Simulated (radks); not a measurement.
These are the eigenvalues of the occupied orbitals of an atom or ion with whole-number occupations (hartree). Method: scalar-relativistic Kohn-Sham, SCAN, spin-polarised, spherical densities, finite nucleus; meta-GGA in the generalised Kohn-Sham scheme; Fermi nuclear charge, rms radius of each element as measured or else 0.836 A^(1/3) + 0.57 fm; computed with a radial shooting solver on a logarithmic mesh with Libxc functionals.

| orbital | eigenvalue |
|---|---|
| 1s up | -165.3803 |
| 1s down | -165.3398 |
| 2s up | -20.68322 |
| 2s down | -20.66192 |
| 2p up | -17.45234 |
| 2p down | -17.40983 |
| 3s up | -4.76469 |
| 3s down | -4.58846 |
| 3p up | -3.88760 |
| 3p down | -3.71638 |

Which element is it, and in what charge state? The configuration may be excited. Open shells, if any, are filled with parallel spins first.

Answer. Z = 21, scandium, charge +5: Sc5+ in [Ne] 3s2 3p4. The list shows which subshells hold electrons but not how many an open one holds; the 1s level, -165.38 hartree, gives Z - s = 18.2 by -(Z - s)^2/2, which with screening and relativity narrows Z to a few neighbours, and the depths of the outer levels then fix element, charge and occupations together.
